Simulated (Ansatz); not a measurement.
Computed with Ansatz on PBE0-D4/def2-TZVP structures; ΔE is electronic, products minus reactants. CCSD(T)/CBS is the MP2 limit (def2-TZVPP, def2-QZVPP) plus CCSD(T) − MP2 in def2-TZVPP, frozen cores. This one scheme is used for every species. Functionals use def2-TZVPP. For Ge outer-core shells are correlated without core-valence functions, which leaves a few kJ/mol of doubt a bond. Scalar relativity is left out up to krypton. Each species was taken in one conformer, which may not be the lowest.

Consider the ligand exchange at the Si–Cl bond: `Cl[SiH](Cl)[GeH3]` + CH₃OH → `CO[SiH](Cl)[GeH3]` + HCl.

Q: Is it downhill or uphill in electronic energy at CCSD(T)/CBS, and by how much? (Estimate.)

A: The calculation gave: Nearly level: ΔE = +2.6 kJ/mol.

Q: What do these levels give: PBE0-D4, MP2/def2-SVP, CCSD(T)/def2-SVP, SCS-MP2/def2-TZVPP, CCSD/def2-TZVPP, CCSD/CBS(def2)? (Best estimate.)

A: Computed: PBE0-D4 9.5, MP2/def2-SVP 3.7, CCSD(T)/def2-SVP 2.5, SCS-MP2/def2-TZVPP -0.4, CCSD/def2-TZVPP -2.3, CCSD/CBS(def2) 2.3 kJ/mol.

Largest T1 diagnostic among the species: 0.012.

From BLYP to BHLYP (50 % exact exchange), in def2-TZVPP and without D4, ΔE moves by −3.5 kJ/mol. Leaving LDA and LC-ωPBE aside and taking each functional with its dispersion term where it has one, the values, not all of them listed here, spread over 13.1 kJ/mol, from CAM-B3LYP-D4 to PBE-D4. LDA lies −9.1 kJ/mol from PBE without D4.
